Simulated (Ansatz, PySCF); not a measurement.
Donor–acceptor adduct: AlH3 (SMILES [AlH3]) (first 4 atoms) with H2S (SMILES S); geometry from B3LYP-D3(BJ)/def2-TZVP, rigid monomers moved along the line of their centres of mass till Al1···S5 is 3.61 Å.
(charge 0, multiplicity 1):
| atom | x (Å) | y (Å) | z (Å) |
|---|---|---|---|
| Al | -0.2520 | -0.1264 | 0.4923 |
| H | -1.0017 | -1.4932 | 0.8004 |
| H | -1.1170 | 1.1968 | 0.3387 |
| H | 1.1968 | -0.1837 | -0.1560 |
| S | 0.9005 | 0.6042 | 3.8306 |
| H | 1.4063 | -0.6045 | 4.1327 |
| H | -0.2464 | 0.3684 | 4.4916 |

Monomers are frozen at their geometry in the pair; levels with a basis set take the counterpoise correction.

Frozen-core correlation. CBS: X⁻³ extrapolation of the correlation energy, Hartree–Fock from the larger set.

Programs: Ansatz (Gaussian basis) for Hartree–Fock, density functionals and correlated methods; PySCF for the dispersion terms. 

The comparison value is -24.0 kJ/mol (CCSD(T)/CBS(aug-cc-pV(D+d)Z, aug-cc-pV(T+d)Z)). It is a level with limits of its own, not the exact answer.

**Question.** Order these levels by how close they come to the comparison value for the interaction energy, closest first: B3LYP-D3(BJ)/def2-TZVPPD, PBE/def2-TZVPPD, wB97X-V/def2-TZVPPD. Give each level's value less the comparison value.

**Answer.** PBE/def2-TZVPPD (-0.3 kJ/mol), wB97X-V/def2-TZVPPD (-1.2 kJ/mol), B3LYP-D3(BJ)/def2-TZVPPD (-2.0 kJ/mol)

Ansatz is a first-principles code.
